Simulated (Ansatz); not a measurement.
Diatomic SnTe, closed-shell singlet (the spin of the measured ground state). No spin–orbit coupling.

```csv
level,bond energy D_e (kJ/mol)
SVWN5/def2-TZVPP,497.1
PBE/def2-TZVPP,418.7
r2SCAN/def2-TZVPP,395.1
B97M-V/def2-TZVPP,403.3
B3LYP/def2-TZVPP,389.1
PBE0/def2-TZVPP,387.7
BHLYP/def2-TZVPP,352.2
CAM-B3LYP/def2-TZVPP,367.0
wB97M-V/def2-TZVPP,364.4
B2PLYP/def2-TZVPP,397.2
CCSD/def2-TZVPP,347.4
CCSD/def2-QZVPP,366.3
CCSD(T)/def2-QZVPP,403.6
"CCSD(T)/CBS(def2-TZVPP, def2-QZVPP)",419.2
```

The rows run from 347.4 (CCSD/def2-TZVPP) to 497.1 kJ/mol (SVWN5/def2-TZVPP). The 10 functionals in def2-TZVPP without D3 or D4 span 144.9, from BHLYP to SVWN5.

D_e counts from the fitted minimum to each atom's lowest state at the same level, without counterpoise. The singlet is restricted.

Correlated levels freeze the inner cores; with def2 sets outer-core shells near the valence are correlated too. CBS(a, b) extrapolates the correlation energy as X⁻³ and adds the Hartree–Fock energy of set b.

Run with Ansatz (Gaussian orbitals). Values without a source in brackets are computed. In def2 rows elements past Kr take small-core potentials, without spin–orbit coupling.

Ansatz is a first-principles code.
